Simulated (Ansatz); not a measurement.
Reaction (ligand exchange at the Si–O bond): `C[SiH2]O[SiH2]F` + `O[SiH2][SiH3]` → `F[SiH2]O[SiH2][SiH3]` + `C[SiH2]O`

Computed with Ansatz on PBE0-D4/def2-TZVP structures; ΔE is electronic, products minus reactants. CCSD(T)/CBS is the MP2 limit (def2-TZVPP, def2-QZVPP) plus CCSD(T) − MP2 in def2-TZVPP, frozen cores. This one scheme is used for every species. One conformer a species, not always the lowest.

| species | CCSD(T)/CBS(def2) energy (Eh) |
| --- | --- |
| `C[SiH2]O[SiH2]F` | -795.56184 |
| `O[SiH2][SiH3]` | -656.96789 |
| `F[SiH2]O[SiH2][SiH3]` | -1046.55947 |
| `C[SiH2]O` | -405.96945 |

(1) Work out ΔE.

Largest T1 diagnostic among the species: 0.012.

Results:

(1) ΔE = (-1046.55947) + (-405.96945) − (-795.56184) − (-656.96789) = 0.00081 Eh = +2.1 kJ/mol.
